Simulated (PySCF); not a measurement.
C2H6AlF, charge -1, doublet, geometry from GFN2-xTB (such geometries of metal compounds can be far from the true shape) (a state made from the parent by changing its charge; the spin is typed, not shown lowest) (in this run its highest filled SCF level lies above zero, so its values depend strongly on the basis, on diffuse functions most of all). Base run: CAMB3LYP/3-21G (PySCF).

PySCF was given this input:
```python
from pyscf import gto, scf, dft

mol = gto.Mole()
mol.atom = '''
    Al   -0.267434   -0.389866   -0.348172
    C     1.808614   -0.082246   -0.554623
    H     2.385613   -0.953469   -0.213630
    H     2.225080    0.780883   -0.015246
    H     2.090376    0.063333   -1.608299
    C    -0.574587   -0.491818    1.735728
    H    -1.642011   -0.603277    1.978854
    H    -0.227807    0.374193    2.318045
    H    -0.079055   -1.366980    2.179183
    F    -0.964412    1.135329   -0.799922
'''
mol.basis = '3-21g'
mol.charge = -1
mol.spin = 1
mol.verbose = 4
mol.build()

mf = dft.UKS(mol)
mf.xc = 'camb3lyp'
mf.kernel()
mf.analyze()
```

Variants of this job, named by their change:

| change | ΔE vs base (mEh) | SCF cycles | <S^2> |
|---|---|---|---|
| base | 0.000 | 10 | 0.751 |
| damp = 0.5; diis_start_cycle = 5 | 0.000 | 11 | 0.751 |
| conv_tol = 1e-6 | 0.000 | 8 | 0.751 |
| conv_tol_grad = 1e-3 | 0.000 | 10 | 0.751 |
| init_guess = atom | 0.000 | 10 | 0.751 |
| conv_tol = 1e-12 | 0.000 | 13 | 0.751 |
| init_guess = mod_huckel | 0.000 | 11 | 0.751 |
| diis = off; damp = 0.6 (with mf.diis_start_cycle = 200; with mf.max_cycle = 150) | 0.000 | 30 | 0.751 |
| init_guess = sap | 0.000 | 11 | 0.751 |
| conv_tol = 1e-11 | 0.000 | 12 | 0.751 |
| init_guess = 1e | 0.000 | 17 | 0.751 |
| diis_space = 2 | 0.000 | 16 | 0.751 |
| DIIS = ADIIS | 0.000 | 16 | 0.751 |

Open shells are given as the SCF converged; they aren't shown to be the lowest states, and a large step between rows can be another state.
